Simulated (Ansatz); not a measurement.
The same ligand exchange along the group B, Al, Ga.

Computed with Ansatz on PBE0-D4/def2-TZVP structures; ΔE is electronic, products minus reactants. CCSD(T)/CBS is the MP2 limit (def2-TZVPP, def2-QZVPP) plus CCSD(T) − MP2 in def2-TZVPP, frozen cores. Small cases extrapolate CCSD(T) itself. Functionals use def2-TZVPP. For Ga outer-core shells are correlated without core-valence functions, which leaves a few kJ/mol of doubt a bond. Scalar relativity is left out up to krypton. One conformer a species, not always the lowest.

| reaction | CCSD(T)/CBS(def2) (kJ/mol) |
| --- | --- |
| `COB(O)Cl` + HCl → `OB(Cl)Cl` + CH₃OH | 53 |
| `C[O][Al]([OH])[Cl]` + HCl → `[OH][Al]([Cl])[Cl]` + CH₃OH | -27 |
| `C[O][Ga]([OH])[Cl]` + HCl → `[OH][Ga]([Cl])[Cl]` + CH₃OH | ? |

Q: Fill in the missing values. (Best estimate.)

A: Computed: `C[O][Ga]([OH])[Cl]` + HCl → `[OH][Ga]([Cl])[Cl]` + CH₃OH: -57.0 kJ/mol.

Largest T1 diagnostic: 0.013, for `C[O][Ga]([OH])[Cl]`.

Extrapolated directly: `COB(O)Cl` + HCl → `OB(Cl)Cl` + CH₃OH.
